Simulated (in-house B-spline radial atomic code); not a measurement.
A fraction x of an electron is removed from 2p in Ar VI (Ar5+), starting from [Ne] 3s2 3p1 and keeping the highest spin. Level of theory: scalar-relativistic (X2C) PBE, spin-polarised, spherical fractional occupations, Fermi nucleus of rms radius 3.4274 fm; calculated with an all-electron radial atomic-structure program (B-spline basis).

```tsv
x	E(x) - E(0) (eV)	2p down level (eV)
0	0.0000	-319.646
0.02	6.4029	-320.640
0.14	45.2381	-326.620
0.28	91.4557	-333.640
0.4	?	?
0.5	166.0779	-344.761
0.54	?	?
0.71	239.6010	-355.475
0.85	289.8706	-362.669
0.89	304.4186	-364.731
1	344.8517	-370.419
```

(1) What belongs in the row x = 0.4?

(2) What belongs in the row x = 0.54?

(3) Check Janak's theorem between x = 0.02 and 0.14.

Results:

(1) An energy change of 131.8554 eV; 2p down at -339.693 eV.

(2) An energy change of 179.9090 eV; 2p down at -346.795 eV.

(3) The slope of the energy is 323.63 eV; the orbital levels give 323.63 eV (-ε of the emptying orbital, averaged over the two points).
